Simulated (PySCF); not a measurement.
Spin states of HgH

Unrestricted PBE0; Hg def2-SVP with ECP60, H def2-SVP; scalar-relativistic core potentials (PySCF 2.14). Outer shells of the fragments: Hg 5d10 6s2; H 1s1.

Followed along the bond (rough minima from three points):

```csv
2Ms+1,unpaired,⟨S²⟩ at the start,R at minimum (Å),Te (eV)
2,σ ↑,0.76,1.81,0.00
4,"σ ↑↑, π ↑",3.76,none in the scan,≤ 6.14
```

Solutions found at the starting distance of 1.695 Å, counted from the lowest of them; the search is not exhaustive and high or unbound solutions are not listed, so other states can lie among these:

| 2Ms+1 | unpaired | term | E (eV) | ⟨S²⟩ | ⟨Lz²⟩ | μ (D) |
| --- | --- | --- | --- | --- | --- | --- |
| 2 | σ ↑ | ²Σ⁺ | 0.00 | 0.76 | 0.00 | -0.22 |
| 2 | π ↑ | ²Π | 3.48 | 0.76 | 1.00 | -0.68 |
| 4 | σ ↑↑, π ↑ | ⁴Π | 6.55 | 3.76 | 1.02 | 1.13 |
| 4 | σ ↑↑↑ | ⁴Σ⁺ | 9.80 | 3.75 | 0.00 | 2.11 |

A term symbol is given only where ⟨S²⟩ and ⟨Lz²⟩ are close to those of a pure state; real π, δ and φ orbitals otherwise mix terms. A positive dipole means Hg(−)H(+).

The measured ground state is X ²Σ+ (Huber and Herzberg, Constants of Diatomic Molecules (1979)).

Spin–orbit coupling is left out. Counting both spins, an empty level lies below a filled one in some of these solutions, because spin and occupation are held.
